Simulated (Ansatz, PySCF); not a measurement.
C2H8AlFN2, singlet, at a GFN2-xTB geometry (such geometries of metal compounds can be far from the true shape), with bond 6-4 at 1.4 times its length. Base run: PySCF with CASSCF(2,2)/STO-3G.

PySCF was given this input:
```python
from pyscf import gto, scf, mcscf
import numpy

mol = gto.Mole()
mol.atom = '''
    Al    0.162302    0.283566    0.295718
    F     0.429766    1.711024    1.080614
    N    -0.929745    0.246759   -1.114111
    C    -1.672329    1.342381   -1.725474
    H    -1.099654   -0.623192   -1.601300
    H    -3.183062    1.086744   -1.682812
    H    -1.376355    1.492577   -2.768813
    H    -1.463253    2.258328   -1.173872
    N     0.995900   -1.162639    0.914978
    C     0.968980   -2.540664    0.453431
    H     1.601845   -1.062007    1.722108
    H     0.591179   -3.215676    1.228362
    H     1.965336   -2.883103    0.155263
    H     0.311513   -2.611430   -0.410420
'''
mol.basis = 'sto-3g'
mol.charge = 0
mol.spin = 0
mol.verbose = 4
mol.build()

mf = scf.RHF(mol)
mf.kernel()
mc = mcscf.CASSCF(mf, 2, 2)
mc.fix_spin_(ss=0.0)
mc.kernel()
occ = numpy.linalg.eigvalsh(mc.fcisolver.make_rdm1(mc.ci, mc.ncas, mc.nelecas))[::-1]
ss = mc.fcisolver.spin_square(mc.ci, mc.ncas, mc.nelecas)[0]
print('natural occupations', occ.round(4), ' <S^2>', round(ss, 4))
```

Programs used: Ansatz (a program for electronic structure), PySCF; a row that names a program was run with it.

Variants of this job, named by their change:

| change | ΔE vs base (kcal/mol) | natural occupations | <S^2> of the state |
|---|---|---|---|
| base | 0.000 | 1.91 0.09 | 0.00 |
| correction = SC-NEVPT2 | -144.8 | 1.91 0.09 | 0.00 |
| orbitals = fixed (CASCI) | 24.61 | 2.00 0.00 | 0.00 |
| code = ansatz; correction = SC-NEVPT2, all electrons | -144.8 | - | - |
| state_average = 2 states | 37.96 | - | - |
| fix_spin_ = off | 0.000 | 1.91 0.09 | 0.00 |
| active space = 6 electrons, 4 orbitals | -0.284 | 2.00 2.00 1.91 0.09 | 0.00 |
| orbitals = fixed (CASCI); correction = SC-NEVPT2 | -136.3 | 2.00 0.00 | 0.00 |
| active space = 4 electrons, 5 orbitals | -6.70 | 1.99 1.91 0.09 0.01 0.00 | 0.00 |
| start = MP2 natural orbitals | 0.000 | 1.91 0.09 | 0.00 |
| solver = newton | 0.000 | 1.91 0.09 | 0.00 |

Active orbitals are taken around the Fermi level unless the row says otherwise; CASSCF can end in different local minima, and two programs can end on different orbitals. State-averaged rows give the lowest state.
